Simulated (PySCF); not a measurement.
# [Sm(NH3)]3+ at several levels of theory

Computed with PySCF 2.14.0 (density fitting, no spin-orbit coupling) at the geometry relaxed with PBE0:

```xyz
5
[Sm(NH3)]3+ (singlet in the valence; each metal's 4f electrons, 5 of them, lie in its core potential, out of spins and levels)
Sm    0.0000    0.0000   -0.1532
N     0.0000    0.0000    2.2196
H     0.9412    0.0000    2.6777
H    -0.4706    0.8151    2.6777
H    -0.4706   -0.8151    2.6777
```

```csv
level,basis,state,HOMO (eV),gap (eV),charge on Sm1 (e),population of f-type functions on Sm1 (polarisation alone where 4f lies in the core),dipole about the centre of mass (D),largest force component (eV/Å)
PBE0,"Sm lcecp-1-SVP with ECP51, N def2-SVP, H def2-SVP",singlet,-27.47,7.33,2.49,0.02,3.63,0.00
PBE0,"Sm lcecp-1-TZVP with ECP51, N def2-TZVP, H def2-TZVP",singlet,-27.39,7.31,2.57,0.02,3.70,0.32
```

In the lcecp rows the 4f levels are missing from HOMO and gap, and the state counts the valence alone.

Charges are Mulliken's, which hang on the basis. The relaxation used the grid (50, 194), these runs (75, 302) or, all-electron (x2c bases, spin-free X2C Hamiltonian), (99, 590).

Q: A further run in the first row's basis gives HOMO (eV) -26.18, gap (eV) 5.06, charge on Sm1 (e) 2.45, population of f-type functions on Sm1 (polarisation alone where 4f lies in the core) 0.02, dipole about the centre of mass (D) 3.94, largest force component (eV/Å) 0.40. Which level was it?
A. CAM-B3LYP
B. BP86

A: B. The others give HOMO -28.79 eV (CAM-B3LYP).

In the first row's basis the gap widens with exact exchange: 5.1 eV for BP86 (none); 7.3 eV for PBE0 (a fixed share); 9.7 eV for CAM-B3LYP (rising or full at long range).

An lcecp potential fixes the number of 4f electrons, so in runs with it no electron can move into or out of that shell.
